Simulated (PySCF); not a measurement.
CH2Cl, SMILES [CH2]Cl (connectivity only; charge and spin as stated), charge +1, multiplicity 1.

Coordinates come from a PBE-D3(BJ)/def2-TZVP optimisation. The spin state was assumed, not searched. The isomer is the one that the SMILES or the coordinates give; other isomers of the formula were not compared.

Method: HF/def2-TZVPD (PySCF).

The molecule is in vacuum.

The total energy comes out as -498.20107 hartree and the point group comes out as C2v. The highest occupied level comes out as -20.14 eV and the lowest empty level is -6.83 eV. The orbital gap is 13.32 eV, the dipole moment about the centre of nuclear charge is 3.37 D and the mean static polarisability comes out as 21.0 bohr³ (3.11 Å³). The polarisability, principal values is 15.8, 18.2, 29.0 bohr³.
